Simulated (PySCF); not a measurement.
**How the method changes the constants of CsSi**

State: ⁴Σ⁻ (quartet), unpaired electrons σ ↑, π ↑↑. Set-up: PySCF, spin-free X2C with a Gaussian nucleus, basis sets Cs x2c-TZVPPall, Si x2c-TZVPPall. De refers to Cs + Si in their high-spin ground configurations, without counterpoise correction. The functionals are run spin-unrestricted. A positive dipole means Cs(−)Si(+).

```tsv
Level	Re (Å)	ωe (cm⁻¹)	De (eV)	μ (D)	CPU s a point (SCF and correlation, without the integrals)
UHF	3.431	155	1.27	-12.08	4
UHF-MP2	3.270	168	1.74	n/a	7.6
UHF-SCS-MP2	3.296	166	1.59	n/a	n/a
LDA	3.190	171	1.98	-8.58	2.3
PBE	3.263	161	1.82	-9.01	4.6
PW91	3.262	161	1.84	-9.01	2
r²SCAN	3.287	164	1.96	-10.17	4.3
B3LYP	3.310	158	1.52	-9.65	6.5
PBE0	3.262	166	1.81	-9.92	6.5
M06-2X	3.287	168	1.76	-10.38	6.9
LC-ωPBE	3.272	170	1.90	-11.01	11
```

Q: What does a quarter of exact exchange do here, going from PBE to PBE0?

A: PBE0 less PBE: -0.1 pm in Re, +3.1 % in ωe, -0.01 eV in De. Exact exchange removes part of the self-interaction that spreads semilocal densities, and in most molecules shortens and stiffens the bond and lowers De; so it does here.

Q: What does the step from GGA to meta-GGA do here, going from PBE to r²SCAN?

A: r²SCAN less PBE: +2.4 pm in Re, +1.9 % in ωe, +0.14 eV in De. 

Q: What does the gradient correction do here, going from LDA to PBE?

A: PBE less LDA: +7.3 pm in Re, -5.8 % in ωe, -0.16 eV in De. The gradient correction favours the more uneven density of free atoms, so it tends to lengthen bonds and takes away much of the overbinding of LDA; so it does here.

Correlated steps freeze 23 core orbitals. Spin–orbit coupling is left out, which matters for elements this heavy, above all for dissociation energies. The state is the lowest determinant that a PBE0 search found; another state may lie lower at other levels.

The whole job (state search and all levels along the bond) took about 9 min on 2 threads of Arm Neoverse V2 (shared host), peak memory 7.8 GiB.
